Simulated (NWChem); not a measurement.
Species: SiSbH$_{5}$O$_{2}$; SMILES [OH][Sb]([OH])[SiH3]

```xyz
9

Sb     0.0442    -0.5218     0.2887
O      1.3161    -0.9184    -1.1952
H      1.1598    -0.3412    -1.9541
O     -1.6636    -0.5178    -0.7579
H     -2.0720    -1.3919    -0.7337
Si     0.1227     2.0534    -0.0646
H     -0.9777     2.7393     0.6780
H     -0.0140     2.3183    -1.5298
H      1.4365     2.5930     0.4053
```
Atoms are numbered in this order, from 1.

All runs: NWChem. STO-3G and 3-21G are far too small for this property and stand as cheap habits. All runs use the structure optimised with PBE0/def2-SVP. def2 effective core potentials on Sb; no spin-orbit coupling. Field at 589 nm.

For level B3LYP/STO-3G (all-electron, non-relativistic):

```yaml
isotropic polarisability (bohr³): 40.3
anisotropy (bohr³): 19.6
```

Q: Estimate the same quantities for level B3LYP/def2-SVP (core potentials).

A: The isotropic polarisability (bohr³) is 74.5 and the anisotropy (bohr³) is 32.7.
